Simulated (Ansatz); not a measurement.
`C[O][Sc]([F])[F]` and `[OH][Sc]([F])[F]` differ in one atom or group.

Ansatz, PBE0-D4/def2-TZVP geometries, multiplicity 1. Each molecule was computed in one conformer, which needn't be the lowest.

Scalar relativity is left out up to krypton.

```csv
property,`C[O][Sc]([F])[F]`
HOMO–LUMO gap (ωB97M-V/def2-TZVPP) / eV,10.15
HOMO energy (ωB97M-V/def2-TZVPP) / eV,-10.74
size of the dipole moment (PBE/def2-TZVPP) / D,2.52
LUMO energy (PBE/def2-TZVPP) / eV,-2.98
LUMO energy (B3LYP/def2-TZVPP) / eV,-2.50
LUMO energy (PBE0/def2-TZVPP) / eV,-2.10
```

Question: Give the same properties after the change, and the shifts. (An estimate is asked.)

Answer: The calculation gave: 
| property | `[OH][Sc]([F])[F]` | shift |
| --- | --- | --- |
| HOMO–LUMO gap (ωB97M-V/def2-TZVPP) / eV | 11.20 | 1.05 |
| HOMO energy (ωB97M-V/def2-TZVPP) / eV | -11.82 | -1.08 |
| size of the dipole moment (PBE/def2-TZVPP) / D | 2.37 | -0.15 |
| LUMO energy (PBE/def2-TZVPP) / eV | -3.08 | -0.10 |
| LUMO energy (B3LYP/def2-TZVPP) / eV | -2.59 | -0.09 |
| LUMO energy (PBE0/def2-TZVPP) / eV | -2.16 | -0.06 |

With PBE0 the HOMO falls by 0.99 eV and the LUMO falls by 0.06 eV, so the gap widens by about 0.93 eV. PBE moves the HOMO by -0.82 eV and ωB97M-V by -1.08 eV. The zero-point energy changes by -75.8 kJ/mol with -9 modes. Dipoles are sizes alone; their direction can turn.

B3LYP here is the variant with VWN-RPA as its local correlation; programs differ in this.
